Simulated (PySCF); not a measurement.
B2Cl4. Atoms are numbered in the order given.

```xyz
6

Cl     1.0725    -1.0725    -1.7292
B      0.0000     0.0000    -0.8451
Cl    -1.0725     1.0725    -1.7292
B      0.0000     0.0000     0.8451
Cl     1.0725     1.0725     1.7292
Cl    -1.0725    -1.0725     1.7292
```
Charge 0, spin multiplicity 1.

Geometry optimised at B3LYP-D3(BJ)/def2-SVP. The values are those of a single conformer.

Method: HF/pcSseg-1 (PySCF).

GIAO shieldings, no solvent; atoms alike by connectivity are averaged. δ = σ(ref) − σ: ³⁵Cl against HCl (σ = 958.2 ppm); ¹¹B against BF3 (σ = 102.7 ppm), references at their B3LYP-D3(BJ)/def2-TZVP geometries, non-relativistic (without spin–orbit terms, shifts of atoms bonded to Cl or Br come out too high).

```csv
nucleus,atoms,count,δ (ppm)
³⁵Cl,"Cl1, Cl3, Cl5, Cl6",4,220.2
¹¹B,"B2, B4",2,52.3
```
